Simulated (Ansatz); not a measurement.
Job for Ansatz (a first-principles code): R-CCSD(T)/cc-pV(T+d)Z on H4O4Si (SMILES O[Si](O)(O)O). The basis file is the Basis Set Exchange's JSON of that set.

Ansatz 0.2 input:
```yaml
crystal:
  periodic: [false, false, false]
  atoms:
    - {symbol: O, position_ang: [0.70771489, 1.19876860, -0.85827367]}
    - {symbol: Si, position_ang: [0.00001121, 0.00001088, -0.00000154]}
    - {symbol: O, position_ang: [-1.04115685, 0.72298116, 1.03332977]}
    - {symbol: O, position_ang: [-0.67330831, -1.01520623, -1.09108734]}
    - {symbol: O, position_ang: [1.00679510, -0.90649861, 0.91603082]}
    - {symbol: H, position_ang: [0.90586515, 2.01493940, -0.39229031]}
    - {symbol: H, position_ang: [-1.33261564, 0.21205115, 1.79263303]}
    - {symbol: H, position_ang: [-1.06710276, -0.62108225, -1.87347437]}
    - {symbol: H, position_ang: [1.49389720, -1.60586413, 0.47313360]}
basis:
  gaussian:
    orbitals: cc-pV_T+d_Z.json
magnetization: {spin_polarized: false}
correlation: {method: ccsd_t, electrons: outside_noble_gas}
scf: {lower_state_search: off}
```

It printed:

```
WARN ansatz: RAYON_NUM_THREADS=4 ignored (pool sized by the plan → 4); use --threads N
Functional definition: HF
these checks for a lower state are left out or cut short: stability, starts, cluster_reference, orbital_swaps, neighbouring_geometries, increment
integrals: 1.01 GiB planned
1284 factors; integrals over basis functions are off by at most 6.1e-4 eV
mean field: 0.79 GiB planned
mean field evaluation 1: about -16078.4761 eV, gradient 6.0e1 eV
mean field evaluation 2: about -16078.6702 eV, gradient 6.0e1 eV
mean field evaluation 4: about -16084.4279 eV, gradient 2.9e0 eV
mean field evaluation 8: about -16084.4689 eV, gradient 1.2e-1 eV
mean field -16084.46894496 eV, -591.0933312826 hartree, gradient 2.6e-6 eV, S^2 0.000000; 0 other end points of the search recorded, 0 dependent functions left out
9 core orbitals not correlated
reference -16084.46894496 eV, -591.0933312826 hartree; 16, 16 occupied and 190, 190 virtual orbitals, 1284 factors
second order -29.36530517 eV of doubles, -0.00000000 eV of singles
coupled cluster: 2.17 GiB planned
cycle   1  -28.96732557 eV  change    4.0e-1 eV  update   9.7e-2
cycle   2  -29.53578277 eV  change   -5.7e-1 eV  update   2.6e-2
cycle   3  -29.65852767 eV  change   -1.2e-1 eV  update   1.3e-2
cycle   4  -29.63908085 eV  change    1.9e-2 eV  update   2.4e-3
cycle   5  -29.63874501 eV  change    3.4e-4 eV  update   1.1e-3
cycle   6  -29.63939446 eV  change   -6.5e-4 eV  update   2.8e-4
cycle   7  -29.63921139 eV  change    1.8e-4 eV  update   1.1e-4
cycle   8  -29.63915109 eV  change    6.0e-5 eV  update   2.9e-5
cycle   9  -29.63915365 eV  change   -2.6e-6 eV  update   9.5e-6
perturbative correction -1.02439484 eV, -0.0376458160 hartree
Total energy: -16115.13249345 eV, -592.2201959051 hartree
Checks for a lower state left out: stability, starts, cluster_reference, orbital_swaps, neighbouring_geometries, increment
```

The run converged.

Cost: very roughly 90 core-seconds.
